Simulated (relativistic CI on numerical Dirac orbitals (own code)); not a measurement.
Calculated at this level of theory: Dirac-Coulomb-Breit CI, separate exchange-only KLI orbitals for each configuration, model QED (radiative potential, 1s self-energy scaled to tabulated hydrogen-like ionisation energies), unscaled Slater integrals (own radial code, finite nucleus).

The strongest absorption lines from the ground level of an ion, among the configurations computed and to levels below about 327 eV (vacuum wavelength in Å, gf): 50.128 (0.43), 51.139 (0.6), 58.149 (0.2), 58.172 (0.25), 59.438 (0.38), 59.745 (0.38), 64.171 (0.56), 64.793 (0.28).

Which ion is it?
A. Rh²⁴⁺
B. In²⁶⁺
C. In³⁰⁺
D. In²⁸⁺

D. In²⁸⁺ has 21 electrons and the ground level 3s²3p⁶3d³ ⁴F3/2; the strongest line goes to 3s²3p⁵3d⁴ ⁴D°1/2. The pattern of lines fixes the number of electrons, and along that sequence the line energies rise steadily with the charge (about as its square where n changes within one kind of shell, about linearly where n is kept but much faster in heavy ions where fine structure, which grows about as Z⁴, sets the gap, and irregularly where shells cross), which fixes Z. Configurations outside the model, such as inner-shell arrays, can give stronger lines. At this charge energies of transitions that change n are usually good to better than 1 %, and those within a shell (Δn = 0) to a few per cent. Terms inside the open d or f shell come out 10 to 20 % too wide with unscaled integrals.

LS names give the leading component of a level, which can be under half, so a name can repeat, a term be missing and a line seem to break the LS rules.
